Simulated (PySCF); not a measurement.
## A small calculation by hand: oscillator strength and radiative lifetime

GeFI, SMILES [F][Ge][I] (connectivity only; charge and spin as stated), neutral, multiplicity 1.

Coordinates come from a B3LYP-D3(BJ)/def2-TZVP optimisation. The def2 effective core potentials stand for the cores of I; spin–orbit coupling is left out.

TDDFT-CAM-B3LYP/def2-SVPD (PySCF 2.14.0) puts the first singlet state with f over 0.02 at 4.19 eV (vertical), with the transition dipole (0.053, -0.463, 0.000) in atomic units.

**Question.** Find the oscillator strength, the wavelength and the radiative lifetime that this transition would have in vacuum if emission retraced absorption.

**Answer.** 
|μ|² = 0.2172 au, so |μ| = 1.18 D. ΔE = 4.19/27.211 = 0.1540 hartree. f = (2/3) ΔE |μ|² = 0.022 (the program prints 0.022).
λ = 1239.84/4.19 = 296 nm; ν = 33795 cm⁻¹.
Einstein's coefficient A = 0.6670 ν² f s⁻¹ (ν in cm⁻¹) = 1.7e7 s⁻¹, so τ = 1/A = 59 ns. This state is S3; the lower singlets have f = 0.007, 0.004. The figure is the radiative limit of this one transition; relaxation, internal conversion, crossing to triplets and a medium change what is measured.
